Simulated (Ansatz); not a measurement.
`[SiH3][AlH][S][SiH3]` and `[F][AlH][S][SiH3]` differ in one atom or group.

Ansatz, PBE0-D4/def2-TZVP geometries, multiplicity 1. Each molecule was computed in one conformer, which needn't be the lowest.

```csv
property,`[SiH3][AlH][S][SiH3]`
HOMO energy (PBE0/def2-TZVPP) / eV,-7.69
LUMO energy (PBE0/def2-TZVPP) / eV,-1.93
HOMO energy (PBE/def2-TZVPP) / eV,-6.62
HOMO energy (B3LYP/def2-TZVPP) / eV,-7.49
HOMO–LUMO gap (PBE0/def2-TZVPP) / eV,5.76
LUMO energy (PBE/def2-TZVPP) / eV,-2.66
```

Problem. What does the change do to each property? (An estimate is asked.)

Solution. The calculation gave: 
```csv
property,`[F][AlH][S][SiH3]`,shift
HOMO energy (PBE0/def2-TZVPP) / eV,-8.00,-0.31
LUMO energy (PBE0/def2-TZVPP) / eV,-1.09,0.84
HOMO energy (PBE/def2-TZVPP) / eV,-6.83,-0.21
HOMO energy (B3LYP/def2-TZVPP) / eV,-7.75,-0.26
HOMO–LUMO gap (PBE0/def2-TZVPP) / eV,6.91,1.15
LUMO energy (PBE/def2-TZVPP) / eV,-1.84,0.82
```

With PBE0 the HOMO falls by 0.31 eV and the LUMO rises by 0.84 eV, so the gap widens by about 1.15 eV. PBE moves the HOMO by -0.21 eV and ωB97M-V by -0.47 eV. The zero-point energy changes by -57.8 kJ/mol with -9 modes.

B3LYP here is the variant with VWN-RPA as its local correlation; programs differ in this.
